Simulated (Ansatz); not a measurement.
Species: C₃H₆O₂, net charge 0, singlet state. 
Structure (B3LYP-D3(BJ)/def2-TZVP (Ansatz, a quantum-chemistry and plane-wave program) minimum search):
```
C
O 1 1.2040
O 1 1.3493 2 123.34
C 3 1.4355 1 115.70 2 0.02
H 4 1.0864 3 105.63 1 -180.00
H 4 1.0894 5 110.63 3 -119.58
H 4 1.0894 5 110.63 6 -120.84
C 1 1.5038 2 125.65 3 179.96
H 8 1.0861 1 109.50 2 0.46
H 8 1.0907 9 110.06 1 -120.98
H 8 1.0908 9 110.01 10 -118.15
```
Charge 0, spin multiplicity 1.

Basis-set convergence of Hartree-Fock and MP2 correlation energies (hartree) with Ansatz. Correlated levels leave the core frozen unless marked. No spin-orbit coupling. Non-relativistic.

```tsv
basis	functions	E(HF)	E(corr, MP2)
aug-cc-pVDZ	169	-266.87311	-0.81881
aug-cc-pVTZ	368	[?]	[?]
```

**Question.** Fill in the missing entries.

**Answer.** 
- aug-cc-pVTZ, E(HF): -266.94073
- aug-cc-pVTZ, E(corr, MP2): -0.98938
